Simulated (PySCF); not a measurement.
# One molecule, several mistakes: BC2GeH7

These are calculations, not measurements. They come from PySCF 2.14.0, an open-source quantum chemistry program, on an isolated molecule that a program drew, which may never have been made. The molecule is BC2GeH7 (charge 0, singlet), drawn as the SMILES string `BC[CH2][GeH]`.

Each row is a Hartree-Fock (HF) and frozen-core CCSD(T) single point in the cc-pVDZ basis, meant for a local HF minimum. Run 1 is clean. Each other run has one planted mistake out of seven kinds, and not every kind appears here: one electron removed, one electron added, multiplicity raised by two, geometry at a saddle point, minimal basis STO-3G, one bond length entered in bohr, all coordinates scaled. The reference is restricted for singlets and unrestricted otherwise, and also for a bond in bohr. Adding or removing an electron swaps singlet and doublet. Electrons count all cores. HOMO and LUMO are orbital energies over both spins, the gradient is its largest component, and the lowest frequency (negative if imaginary) is given only where the gradient is small. Bond lengths are over the 10 bonds as drawn. T1 is the CCSD diagnostic: over 0.02 (restricted) or 0.045 (unrestricted) a single reference is doubtful. Germanium has the cc-pVDZ-PP basis, with a core potential (ECP10MDF) in place of its 10 inner electrons, and its 3s, 3p and 3d shells are frozen in CCSD(T).

Geometry of the clean run:
```xyz
11
BC2GeH7, angstrom
B    -0.7319   -0.1252   -0.0185
C     0.4360   -0.0845   -1.0717
C    -0.0267    1.0179   -2.0847
Ge    1.3505    1.1064   -3.5498
H    -1.6999   -0.8134   -0.2058
H    -0.7161    0.6021    0.9387
H     0.5632   -1.0398   -1.5918
H     1.3953    0.2008   -0.6331
H    -0.9992    0.7569   -2.5117
H    -0.1264    1.9823   -1.5779
H     2.4266    1.8742   -2.6679
```

| run | electrons | basis functions | <S^2> | HOMO (eV) | LUMO (eV) | gradient (hartree/bohr) | lowest frequency (cm^-1) | mean bond (Å) | longest bond (Å) | T1 | HF (hartree) | CCSD(T) (hartree) | mistake |
|---|---|---|---|---|---|---|---|---|---|---|---|---|---|
| 1 | 56 | 100 | 0.000 | -8.58 | 0.61 | 7.5e-06 | 65 | 1.3522 | 2.013 | 0.0122 | -397.81363 | -398.34031 | no fault |
| 2 | 55 | 100 | 0.781 | -16.02 | -6.65 | 3.5e-02 | - | 1.3522 | 2.013 | 0.0181 | -397.53465 | -398.03275 | one electron removed |
| 3 | 57 | 100 | 0.764 | -0.94 | 6.23 | 2.8e-02 | - | 1.3522 | 2.013 | 0.0184 | -397.81867 | -398.35824 | one electron added |
| 4 | 56 | 100 | 0.803 | -8.83 | 0.61 | 2.2e-02 | - | 1.4592 | 2.272 | 0.0705 | -397.69318 | -398.22119 | one bond length entered in bohr |
| 5 | 56 | 100 | 0.000 | -8.52 | 0.71 | 2.5e-02 | - | 1.3076 | 1.946 | 0.0122 | -397.80317 | -398.32499 | all coordinates scaled |
| 6 | 56 | 100 | 2.006 | -7.57 | -0.10 | 3.0e-02 | - | 1.3522 | 2.013 | 0.0135 | -397.77822 | -398.28750 | ? |

**Which mistake was planted in run 6, and what did it cost?**

Electrons, basis and geometry are unchanged, and <S^2> is 2.006, beside S(S+1) = 2.00 for a multiplicity of 3. So the mistake is: multiplicity raised by two. Subtracting run 1 and multiplying by 627.51 kcal/mol a hartree, the energy moved by 22.2 kcal/mol in HF and 33.1 kcal/mol in CCSD(T).

Cautions from the logs. Run 4: T1 is over the limit, so its CCSD(T) energy is less reliable.
